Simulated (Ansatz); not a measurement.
Molecule: ZnBr2 (charge 0, singlet). 
Coordinates optimised at B3LYP-D3(BJ)/def2-TZVP (Ansatz, an electronic-structure program):
```
Zn
Br 1 2.2411
Br 1 2.2411 2 180.00
```

Property: atomisation energy (electronic, to ground-state atoms), in kcal/mol. Cores are frozen in the correlated levels unless marked. Open shells are spin-unrestricted. Spin-orbit coupling is left out. The frozen core is the preceding noble-gas configuration, with the filled d and f shells of earlier blocks. Non-relativistic. The coupled-cluster limit lacks core correlation, which all-electron functionals hold. CBS marks a two-point X^-3 extrapolation of the correlation energy; Hartree-Fock from the larger set. [CCSD(T)-MP2]/basis is that difference in the basis named.

```json
[
 {"level": "r2SCAN/def2-TZVPD", "program": "Ansatz", "atomisation energy (kcal/mol)": "141.8"},
 {"level": "B3LYP-D3(BJ)/def2-TZVPD", "program": "Ansatz + dftd3", "atomisation energy (kcal/mol)": "128.3"},
 {"level": "B3LYP/def2-TZVPD", "program": "Ansatz", "atomisation energy (kcal/mol)": "124.8"},
 {"level": "BHLYP-D4/def2-TZVPD", "program": "Ansatz + dftd4", "atomisation energy (kcal/mol)": "129.4"},
 {"level": "BHLYP/def2-TZVPD", "program": "Ansatz", "atomisation energy (kcal/mol)": "126.5"},
 {"level": "r2SCANh/def2-TZVPD", "program": "Ansatz", "atomisation energy (kcal/mol)": "141.0"},
 {"level": "HSE06-D4/def2-TZVPD", "program": "Ansatz + dftd4", "atomisation energy (kcal/mol)": "138.3"},
 {"level": "wB97M-V/def2-TZVPD", "program": "Ansatz", "atomisation energy (kcal/mol)": "133.9"},
 {"level": "wB97X-V/def2-TZVPD", "program": "Ansatz", "atomisation energy (kcal/mol)": "?"},
 {"level": "B2GP-PLYP-D4/def2-TZVPD", "program": "Ansatz + dftd4", "atomisation energy (kcal/mol)": "133.8"},
 {"level": "B2GP-PLYP/def2-TZVPD", "program": "Ansatz", "atomisation energy (kcal/mol)": "133.0"},
 {"level": "RI-MP2/CBS(def2-TZVPPD,def2-QZVPPD)+[CCSD(T)-MP2]/def2-TZVPPD", "program": "Ansatz", "atomisation energy (kcal/mol)": "137.2"}
]
```

### Question
Complete the blanks.

### Answer

- wB97X-V/def2-TZVPD, atomisation energy (kcal/mol): 138.7
